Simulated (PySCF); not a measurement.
CHCl2NO2Si.

```xyz
8

O      3.3834    -1.0756    -0.4638
C      2.2495    -0.8100    -0.4680
N      1.0773    -0.5466    -0.5031
Si    -0.5099    -0.0415    -0.1573
O     -1.6026    -0.7726    -1.1298
Cl    -0.5759     1.9883    -0.3776
Cl    -0.9874    -0.5387     1.7515
H     -1.5704    -0.5898    -2.0751
```
Charge 0, spin multiplicity 1.

Coordinates come from a ωB97X-D3(BJ)/def2-SVP optimisation. This is a generated structure with no PubChem entry under its InChIKey; it may be hypothetical. One conformer was computed; it need not be the lowest.

These are B3LYP/pcSseg-1 (PySCF) values and carry that method's errors. Non-relativistic, no solvent.

Computed absolute GIAO shielding of each atom: isotropic value and principal components (ppm):
```tsv
atom	σ(iso)	σ11	σ22	σ33	span
O1	179.2	81.6	91.1	364.8	283.2
C2	55.8	-52.9	-51.3	271.4	324.3
N3	202.8	137.0	141.1	330.4	193.5
Si4	389.7	354.0	397.8	417.3	63.4
O5	244.7	217.5	232.5	284.2	66.7
Cl6	813.2	711.3	716.7	1011.5	300.3
Cl7	834.6	735.5	741.5	1026.9	291.4
H8	28.9	21.5	23.3	41.7	20.2
```
